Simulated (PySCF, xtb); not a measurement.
CHCl2FOSi, SMILES O=C[Si](F)(Cl)Cl.

xtb with GFN2-xTB at its own geometry gives an orbital gap of 2.55 eV and a dipole moment of 1.00 D.

Coordinates come from a r2SCAN-D4/def2-SVP optimisation. The structure was generated by enumeration, and PubChem lists no compound with its InChIKey, so it may never have been made. The values are those of a single conformer.

What does PBE/def2-TZVP in PySCF give? (An estimate is asked for; the answer gives what the named calculation found.)

gap 2.79 eV (levels -6.37 and -3.58 eV), dipole 1.20 D.
